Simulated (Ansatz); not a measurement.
Relaxation of the cluster Rb₄Br₃ with UKS PBE-D4/def2-SVP.

```sh
$ ansatz run in.yaml --threads 4 --pin off --events-out ev --progress --plain --max-ram 4787MiB
```

```yaml
crystal:
  periodic: [false, false, false]
  atoms:
    - {symbol: Rb, position_ang: [2.283930, 0.719280, -0.819990]}
    - {symbol: Rb, position_ang: [-1.436080, 2.472650, 3.484240]}
    - {symbol: Rb, position_ang: [-0.826100, -2.875130, -2.608320]}
    - {symbol: Rb, position_ang: [-1.650850, -0.533980, 0.804290]}
    - {symbol: Br, position_ang: [-0.689690, 0.300320, -2.387940]}
    - {symbol: Br, position_ang: [1.170030, 2.269120, 1.707670]}
    - {symbol: Br, position_ang: [1.148760, -2.352250, -0.179940]}
basis:
  gaussian: {orbitals: def2-SVP}
magnetization: {spin_polarized: true, initial_magnetization: 1}
hamiltonian: {xc: pbe, dispersion: d4}
scf: {lower_state_search: "off"}
output: {orbitals: {seedname: orbitals}}
relax: {f_tol: 0.02, max_steps: 100}
```

Hardware: 4 threads of Arm Neoverse V2 on a shared host. Wall time 53 s.

Positions (Å) and forces (eV/Å) at steps 1, 2, 3, 4, 6, 7, 8 of 8:

```xyz
7
step=1 energy=-212714.1030 eV
Rb    2.284    0.719   -0.820   -0.057   -0.113   -0.140
Rb   -1.436    2.473    3.484   -0.077    0.165    0.198
Rb   -0.826   -2.875   -2.608    0.071   -0.052   -0.151
Rb   -1.651   -0.534    0.804    0.268    0.051   -0.105
Br   -0.690    0.300   -2.388   -0.160    0.135   -0.077
Br    1.170    2.269    1.708   -0.071   -0.012    0.070
Br    1.149   -2.352   -0.180    0.025   -0.175    0.205
7
step=2 energy=-212714.2384 eV
Rb    2.149    0.648   -0.812    0.020   -0.021   -0.080
Rb   -1.437    2.594    3.606   -0.077    0.118    0.155
Rb   -0.735   -2.892   -2.702    0.062   -0.032   -0.102
Rb   -1.502   -0.470    0.775    0.163    0.071   -0.011
Br   -0.771    0.305   -2.483   -0.076    0.040   -0.003
Br    1.140    2.299    1.770   -0.061   -0.118   -0.056
Br    1.156   -2.483   -0.154   -0.031   -0.058    0.096
7
step=3 energy=-212714.3351 eV
Rb    2.122    0.599   -0.874    0.012   -0.005   -0.027
Rb   -1.456    2.727    3.748   -0.013    0.072    0.074
Rb   -0.631   -2.900   -2.798    0.058    0.023   -0.015
Rb   -1.377   -0.393    0.791    0.091    0.087    0.045
Br   -0.838    0.314   -2.515   -0.001   -0.043    0.013
Br    1.047    2.208    1.754   -0.103   -0.144   -0.065
Br    1.132   -2.555   -0.105   -0.043    0.011   -0.024
7
step=4 energy=-212714.3853 eV
Rb    2.112    0.564   -0.923    0.046    0.004   -0.036
Rb   -1.461    2.852    3.868    0.015    0.047    0.033
Rb   -0.540   -2.897   -2.864    0.007   -0.025   -0.030
Rb   -1.268   -0.295    0.840   -0.090   -0.055    0.012
Br   -0.853    0.274   -2.516   -0.001    0.022   -0.011
Br    0.916    2.068    1.716   -0.002    0.014    0.022
Br    1.093   -2.565   -0.121    0.025   -0.007    0.010
7
step=6 energy=-212714.3954 eV rejected
Rb    2.087    0.569   -0.929   -0.060   -0.028    0.016
Rb   -1.320    3.092    4.000    0.002    0.004    0.002
Rb   -0.326   -2.892   -3.005   -0.028   -0.054   -0.037
Rb   -1.372   -0.353    0.847   -0.045   -0.054   -0.018
Br   -0.927    0.207   -2.524    0.043    0.063    0.021
Br    0.808    1.979    1.747    0.042    0.018   -0.015
Br    1.051   -2.603   -0.137    0.047    0.052    0.031
7
step=7 energy=-212714.4017 eV
Rb    2.085    0.569   -0.923   -0.002   -0.003   -0.003
Rb   -1.333    3.057    3.980    0.004    0.002   -0.002
Rb   -0.398   -2.906   -2.966    0.003    0.002    0.001
Rb   -1.385   -0.380    0.833    0.000   -0.002   -0.003
Br   -0.878    0.246   -2.526    0.001   -0.003    0.002
Br    0.817    1.987    1.733   -0.004    0.003    0.008
Br    1.093   -2.573   -0.131   -0.002    0.002   -0.003
7
step=8 energy=-212714.4018 eV
Rb    2.078    0.569   -0.923   -0.002    0.001    0.002
Rb   -1.322    3.076    3.988    0.002    0.000   -0.002
Rb   -0.382   -2.907   -2.977   -0.001   -0.002   -0.002
Rb   -1.392   -0.384    0.831    0.002    0.000    0.000
Br   -0.883    0.239   -2.526   -0.001    0.003    0.000
Br    0.812    1.981    1.742   -0.002   -0.002   -0.001
Br    1.090   -2.573   -0.134    0.002    0.000    0.002
```

In the def2 sets Rb takes a core potential; there is no spin–orbit coupling. Another isomer (doublet) lies 0.47 eV lower at PBE0-D4/def2-TZVP; other spin states weren't run for this one.
